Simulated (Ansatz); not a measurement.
Two spin states of PH+, each at its own minimum; 2S+1 = 2, 4 were tried, and our sources give no spin for the ground state.

Each state is the lowest solution found for its spin in def2 and cc sets.

Correlated levels freeze the cores.

Run with Ansatz (Gaussian basis) for Hartree–Fock, density functionals and correlated methods. 

```tsv
level	energy of the multiplicity-4 state above the multiplicity-2 state (eV)
PBE/def2-TZVPP	1.554
PBE0/def2-TZVPP	1.522
wB97X-V/def2-TZVPP	___
CCSD/def2-TZVPP	1.623
CCSD(T)/def2-TZVPP	1.616
```

Task: Complete the blanks.

Result: 
- wB97X-V/def2-TZVPP, energy of the multiplicity-4 state above the multiplicity-2 state (eV): 1.866

Ansatz is a program for electronic structure.
